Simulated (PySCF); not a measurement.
# Radial density of Dy(38+) (dysprosium, charge +38)

TPSS, [Ar] 3d10, closed-shell 1S. All numbers are calculated (PySCF 2.14, the spin-free X2C one-electron Hamiltonian (Gaussian nucleus), in an uncontracted even-tempered set (18 s from 6.9 bohr⁻², ratio 2.5; 13 p from 9 bohr⁻², ratio 2.5; 8 d from 9 bohr⁻², ratio 2.5; 4 f from 40 bohr⁻², ratio 2.7; 3 g from 60 bohr⁻², ratio 2.7)).

| r (bohr) | 4πr²ρ (e/bohr) |
| --- | --- |
| 0.0218 | 80.40 |
| 0.0367 | 83.34 |
| 0.0617 | 114.6 |
| 0.104 | 88.04 |
| 0.174 | 94.35 |
| 0.293 | 46.07 |
| 0.493 | 1.593 |
| 0.830 | 0.002215 |

Densities and radii are taken from the X2C orbitals without a picture-change correction, which distorts them close to the nucleus.

Spin-orbit coupling, which splits the p, d and f shells strongly at this Z, is absent.
